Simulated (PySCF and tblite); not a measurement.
Values are calculated unless marked as measured or tabulated.
System: C5H8OS, numbered as in [CH2:1]=[CH:2][S:3][C@H:4]([CH3:5])[CH:6]=[O:7].

For the rotation about the C2–S3 bond (torsion C1–C2–S3–C4 from -164° to 11°, rising): electronic barrier 3.82 kcal/mol, zero-point change -0.12 kcal/mol, thermal and entropy terms at 400 K a further 0.97 kcal/mol (symmetry numbers apart). The minimum is C1, the saddle C1. Geometries: GFN2-xTB; energies: PBE0/pcSseg-1 + D3(BJ); zero-point and thermal terms from GFN2-xTB harmonic modes (soft modes blended into free rotors). Rate constants are transition-state-theory values, counting equivalent paths, without tunnelling. (PySCF 2.14 with density fitting, tblite 0.8.)

(1) How many equivalent paths lead out of the minimum?

(2) Work out the rate at 400 K.

Answers

(1) 1: the symmetry number of the minimum is 1, that of the saddle displaced along its mode 1.

(2) ΔG‡ = 4.67 kcal/mol; k_B T/h = 8.3×10¹² s⁻¹; exp(−ΔG‡/RT) = 0.0028; times 1 gives k = 2.3×10¹⁰ s⁻¹. Wigner's tunnelling factor for the 65i cm⁻¹ mode would be 1.00.
